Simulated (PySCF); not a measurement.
## Working out the ionisation energy of Sn+

Sn+ [Kr] 4d10 5s2 5p1 (2P) → Sn(2+) [Kr] 4d10 5s2 (1S). All numbers are calculated (PySCF 2.14, the spin-free X2C one-electron Hamiltonian (Gaussian nucleus), in x2c-TZVPPall with one added diffuse shell each of s, p, d, f type (9s7p5d3f, 76 functions)). Frozen: [Ar] 3d10. Energies in hartree (1 hartree = 27.21139 eV):

| part | Sn+ (lower) | Sn(2+) (upper) |
| --- | --- | --- |
| UHF | -6173.496916 | -6172.992665 |
| MP2 opposite-spin | -0.240092 | -0.233278 |
| MP2 same-spin | -0.126381 | -0.120224 |

**Question.** What does Hartree-Fock give?

**Answer.** (-6172.992665) − (-6173.496916) = 0.504251 hartree = 13.721 eV.

**Question.** What do MP2 and SCS-MP2 (6/5 opposite-spin, 1/3 same-spin) give?

**Answer.** The opposite-spin parts differ by 0.185 eV and the same-spin parts by 0.168 eV. MP2: 13.721 + (0.185) + (0.168) = 14.074 eV. SCS-MP2: 13.721 + 1.2 × (0.185) + (0.168)/3 = 13.999 eV.

Measured between the centres of the two terms (NIST): 14.282 eV, so MP2 (valence and next inner shell) is off by -0.208 eV.

What remains against the reference includes basis incompleteness, the frozen core and correlation beyond second order.
